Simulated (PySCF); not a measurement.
Match the calculated data to a structure.

All candidates are C7H5FO2.

| technique | computed result |
| --- | --- |
| Polarisability | 95.0 au [PBE0/def2-SVPD] |
| 13C NMR | chemical shifts (computed TMS as zero) by class: 173.7 (1 C), 161.9 (1 C), 158.5 (1 C), 141.8 (1 C), 129.7 (1 C), 116.1 (1 C), 82.6 (1 C) ppm [GIAO PBE0/pcSseg-1] |
| Triplet | lowest triplet excitation (Tamm–Dancoff): 2.62 eV [TDA PBE0/def2-SVPD] |
| Rotational structure | rotational constants A, B, C: 1.966, 1.112, 0.710 GHz [GFN2-xTB] |
| UV, strongest line | among the 6 lowest singlet transitions: S4 at 5.91 eV (210 nm, f = 0.510) [TDDFT PBE0/def2-SVPD] |
| Dipole | 5.32 D [PBE0/def2-SVPD] |

Electronic properties: PySCF, gas phase, density fitting. Levels stand in brackets. Isolated species at its GFN2-xTB geometry (one conformer only). NMR classes are plain means over equivalent atoms (diastereotopic ones count apart unless rotation or inversion swaps them), as if these changed places fast.

Question: Which candidate is it?
A. `CC1=C(F)C(=O)C(=O)C=C1`
B. `O=COc1cccc(F)c1`
C. `C=Cc1cc(F)oc(=O)c1`

Answer: C. It is `C=Cc1cc(F)oc(=O)c1`. Numbering: `[CH2:1]=[CH:2][c:3]1[cH:4][c:5]([F:6])[o:7][c:8](=[O:9])[cH:10]1`. Its formula, C7H5FO2, gives 5 degrees of unsaturation: 1 ring and 4 π bonds in the structure found (Kekulé form). 7 carbons fall into 7 classes; from least to most shielded: unsaturated ring carbon [C5] (173.7 ppm), ring carbonyl carbon [C8] (161.9 ppm), unsaturated ring carbon [C3] (158.5 ppm), alkene CH carbon [C2] (141.8 ppm), terminal =CH2 carbon [C1] (129.7 ppm), unsaturated ring CH carbon [C10] (116.1 ppm), unsaturated ring CH carbon [C4] (82.6 ppm). The optimised geometry has point group Cs and is an asymmetric top.

The others, at the same levels:
- `CC1=C(F)C(=O)C(=O)C=C1` fails: its computed 13C shifts are 183.4 (1 C), 177.4 (1 C), 160.1 (1 C), 147.7 (1 C), 133.6 (1 C), 131.6 (1 C), 15.8 (1 C) ppm, rotational constant A is 2.117 GHz (against 1.966 GHz) and smallest rotational constant is 0.801 GHz (against 0.710 GHz).
- `O=COc1cccc(F)c1` fails: its computed 13C shifts are 172.9 (1 C), 162.7 (1 C), 159.5 (1 C), 136.2 (1 C), 121.8 (1 C), 119.0 (1 C), 113.1 (1 C) ppm, lowest triplet excitation (Tamm–Dancoff) is 4.05 eV (against 2.62 eV) and strongest line among the 6 lowest singlet transitions is S5 at 6.58 eV (188 nm, f = 0.241) (against S4 at 5.91 eV).

Each candidate is one conformer, not necessarily the lowest. Dipoles, sizes and rotational constants follow the conformer. The torsions of the flexible species, by atom-mapped SMILES:
- `[CH2:1]=[CH:2][c:3]1[cH:4][c:5]([F:6])[o:7][c:8](=[O:9])[cH:10]1`: C1–C2–C3–C4 0°
- `[O:1]=[CH:2][O:3][c:4]1[cH:5][cH:6][cH:7][c:8]([F:9])[cH:10]1`: O1–C2–O3–C4 1°, C2–O3–C4–C5 20°
